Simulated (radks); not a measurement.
Values are calculated unless marked as measured or tabulated.
Charge is removed step by step from the 5d5/2 level of neutral iridium, starting from [Xe] 4f14 5d(3/2: 4, 5/2: 3) 6s2. Level of theory: Dirac Kohn-Sham, BLYP, spin-unpolarised, spherical densities, point nucleus (a radial shooting solver on a logarithmic mesh with Libxc functionals).

removed (e)  E - E(0) (eV)  eigenvalue (eV)  E minus straight line (eV)
0                    0.000           -6.389                       0.000
0.25                 1.894           -8.780                      -0.946
0.5                  4.400          -11.288                      -1.280
0.75                 7.546          -13.902                      -0.973
1                   11.359          -16.615                       0.000

Removing the whole electron costs 11.359 eV by Delta-SCF, against 6.389 eV from minus the eigenvalue at the starting occupation. Slater's transition state (half an electron removed) gives 11.288 eV. Integrating minus the eigenvalue over the occupation (Janak's theorem) gives 11.359 eV. The mean slope of the eigenvalue, de/dn, is 10.2 eV per electron.
